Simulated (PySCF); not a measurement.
N: excitation energy

N [He] 2s2 2p3 (4S) → N [He] 2s1 2p4 (4P), as a difference of total energies. Calculation: PySCF 2.14, in aug-cc-pVDZ (4s3p2d, 23 functions); the non-relativistic Hamiltonian (point nucleus). Correlated levels: valence: 1s2 frozen. The calculations carry no spin-orbit coupling.

```
           method  excitation energy (eV)  error (eV)
              UHF                  10.984      +0.057
              LDA                  10.650      -0.277
              PBE                  10.485      -0.442
             PBE0                  10.724      -0.203
           r2SCAN                  10.413      -0.514
            TPSSh                  10.775      -0.152
          LC-wPBE                  10.720      -0.207
        BHandHLYP                  11.053      +0.126
            M06-L                  10.887      -0.040
    MP2 (valence)                  11.047      +0.120
SCS-MP2 (valence)                  11.036      +0.109
```

Reference: 10.927 eV (measured; NIST levels, between the centres of gravity of the two terms).

Errors of the correlated levels include the incompleteness of this basis and the frozen core.
